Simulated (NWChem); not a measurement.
# C3H7NSi; SMILES C1=NCC[SiH2]1

```xyz
12

C      1.3414     0.1885     0.0000
N      0.7828     1.3335     0.0000
C     -0.6698     1.3477     0.0000
C     -1.3389    -0.0497     0.0000
Si     0.1133    -1.2602     0.0000
H      2.4419     0.1560     0.0000
H     -0.9821     1.9432     0.8747
H     -0.9821     1.9432    -0.8747
H     -1.9797    -0.1920    -0.8832
H     -1.9797    -0.1920     0.8832
H      0.2100    -2.1344    -1.2099
H      0.2100    -2.1344     1.2099
```
Atoms are numbered in this order, from 1.

Computed with NWChem. Pople sets run with spherical d functions. Coordinates come from a PBE0/def2-SVP optimisation. No frequency run checked for a minimum. Total energies compare along this basis series because the functional is fixed.

```csv
level,basis functions,energy (Ha),highest occupied level (eV),orbital gap (eV),dipole (D)
Hartree-Fock/STO-3G,36,-455.6274,-7.91,16.18,2.11
Hartree-Fock/3-21G,63,-458.5345,-10.07,14.05,1.86
Hartree-Fock/6-31G*,88,-461.0136,___,14.05,1.77
Hartree-Fock/6-31+G*,108,-461.0185,-10.39,11.95,1.97
Hartree-Fock/6-311G**,140,-461.0784,-10.35,13.72,1.76
Hartree-Fock/6-311++G**,167,-461.0814,-10.39,11.54,1.94
```

Q: What belongs in the gaps?

A: 
- Hartree-Fock/6-31G*, highest occupied level (eV): -10.27
